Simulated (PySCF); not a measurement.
Vertical excitations of a molecule C₄H₅Cl from TDDFT-CAM-B3LYP/def2-SVPD run with PySCF, as energy in eV (oscillator strength): 6.57 (0.255), 6.82 (0.001), 6.91 (0.002), 7.37 (0.000), 7.48 (0.000), 7.66 (0.015), 8.13 (0.001), 8.19 (0.011), 8.29 (0.000), 8.30 (0.031). Lowest triplet (TDA): 3.96 eV. Coordinates come from a PBE-D3(BJ)/def2-SVP optimisation. The values are those of a single conformer.

Problem. Which molecule gave these data?
A. C#CCCCl
B. C=C/C=C/Cl
C. CC=C=CCl
D. ClC1=CCC1

Solution. D, ClC1=CCC1
